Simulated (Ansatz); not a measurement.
Consider the stannylene formation by 1,1-elimination: `[BH2][SnH]([OH])[OH]` → BH₃ + `[OH][Sn][OH]`.

Computed with Ansatz on PBE0-D4/def2-TZVP structures; ΔE is electronic, products minus reactants. CCSD(T)/CBS is the MP2 limit (def2-TZVPP, def2-QZVPP) plus CCSD(T) − MP2 in def2-TZVPP, frozen cores. This one scheme is used for every species. Functionals use def2-TZVPP. def2 core potentials past Kr. For Sn outer-core shells are correlated without core-valence functions, which leaves a few kJ/mol of doubt a bond. One conformer a species, not always the lowest.

`[BH2][SnH]([OH])[OH]`:

Cartesian coordinates in Å:
```
B -1.750 -0.293 0.738
Sn 0.401 -0.149 0.110
O 0.835 1.773 0.191
O 0.413 -0.708 -1.782
H -2.549 0.385 0.172
H -2.102 -1.025 1.610
H 1.698 -0.977 0.873
H 1.776 1.958 0.191
H 1.279 -0.964 -2.104
```

BH₃:

Z-matrix (Å, degrees):
```
B
H 1 1.193
H 1 1.193 2 120.0
H 1 1.193 2 120.0 3 180.0
```

`[OH][Sn][OH]`:

Cartesian coordinates in Å:
```
O -0.019 1.148 -0.270
Sn 0.412 -0.662 -0.968
O -0.109 -1.511 0.728
H 0.120 1.888 -0.866
H -0.405 -0.864 1.377
```

```tsv
level	ΔE (kJ/mol)
PBE0-D4	-50.8
ωB97M-V	-59.0
MP2/def2-TZVPP	-61.1
SCS-MP2/def2-TZVPP	-65.7
```

(1) What does CCSD(T)/CBS give? (An estimate is asked.)

Largest T1 diagnostic among the species: 0.018.

## Answers

(1) The calculation gave: -55.5 kJ/mol. The listed levels differ from it by 4.7, -3.5, -5.6, -10.2 kJ/mol.

From PBE to PBE0 (25 % exact exchange), in def2-TZVPP and without D4, ΔE moves by +15.2 kJ/mol. The D4 term adds +9.0 kJ/mol with B3LYP and +5.0 kJ/mol with PBE0; it sums over pairs of atoms, weighted by their polarisabilities, and B3LYP, whose exchange is more repulsive, gets the larger term.

B3LYP here is the variant with VWN-RPA as its local correlation; programs differ in this.
